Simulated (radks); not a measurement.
Re III, configuration [Xe] 4f14 5d5 (the NIST ground configuration).

Method: scalar-relativistic Kohn-Sham, SCAN, spin-polarised, spherical densities, finite nucleus; open shells are filled with parallel spins first (spin-orbit coupling, left out, can overturn this in heavy ions); meta-GGA in the generalised Kohn-Sham scheme; Fermi nuclear charge, rms radius 5.3698 fm; computed with a radial shooting solver on a logarithmic mesh with Libxc functionals.

Energy parts (eV):
total: -454190.19
kinetic: 501756.40
electron-nucleus: -1122979.93
Hartree: 176054.34
exchange-correlation: -9021.00

Orbitals (lengths in bohr, moments of r in powers of bohr):
1s up: occ. 1; eigenvalue (eV) -71744.57; <r^4> 5.464e-07
1s down: occ. 1; eigenvalue (eV) -71744.57; <r^4> 5.464e-07
2s up: occ. 1; eigenvalue (eV) -12479.34; <r^4> 0.00008164
2s down: occ. 1; eigenvalue (eV) -12479.15; <r^4> 0.00008164
2p up: occ. 3; eigenvalue (eV) -10889.82; <r^4> 0.00006459
2p down: occ. 3; eigenvalue (eV) -10889.64; <r^4> 0.00006459
3s up: occ. 1; eigenvalue (eV) -2913.390; <r^4> 0.002982
3s down: occ. 1; eigenvalue (eV) -2913.340; <r^4> 0.002982
3p up: occ. 3; eigenvalue (eV) -2441.768; <r^4> 0.003229
3p down: occ. 3; eigenvalue (eV) -2441.699; <r^4> 0.003229
3d up: occ. 5; eigenvalue (eV) -1906.099; <r^4> 0.002503
3d down: occ. 5; eigenvalue (eV) -1905.940; <r^4> 0.002503
4s up: occ. 1; eigenvalue (eV) -626.5506; <r^4> 0.06935
4s down: occ. 1; eigenvalue (eV) -626.2111; <r^4> 0.06929
4p up: occ. 3; eigenvalue (eV) -471.1342; <r^4> 0.09249
4p down: occ. 3; eigenvalue (eV) -470.8095; <r^4> 0.09228
4d up: occ. 5; eigenvalue (eV) -275.4526; <r^4> 0.1352
4d down: occ. 5; eigenvalue (eV) -275.0639; <r^4> 0.1342
4f up: occ. 7; eigenvalue (eV) -59.2568; <r^4> 0.4167
4f down: occ. 7; eigenvalue (eV) -58.6069; <r^4> 0.3850
5s up: occ. 1; eigenvalue (eV) -104.5531; <r^4> 2.200
5s down: occ. 1; eigenvalue (eV) -101.5609; <r^4> 2.102
5p up: occ. 3; eigenvalue (eV) -66.1335; <r^4> 4.237
5p down: occ. 3; eigenvalue (eV) -62.3854; <r^4> 3.999
5d up: occ. 5; eigenvalue (eV) -22.9265; <r^4> 22.56

The highest occupied level is 5d up at -22.926 eV. For comparison, the ionisation energy in NIST's Atomic Spectra Database is 27 eV (theoretical). In exact Kohn-Sham theory the highest level is minus the ionisation energy, but local and semilocal functionals leave it too shallow, through self-interaction and a potential that decays too fast; potentials with the right tail come closer. Spin moment in Bohr magnetons: 5. The spin density at the nucleus is -24.35 e/bohr^3 (1s -0.38, 2s -0.64, 3s 0.29, 4s 2.95, 5s -26.58). The electron density at the nucleus is 1.648e+06 e/bohr^3 (large components only). The density falls to 0.001 e/bohr^3 at r = 3.65 bohr.

Empty levels of this run are not shown, since the potential may be unsettled where no density lies.
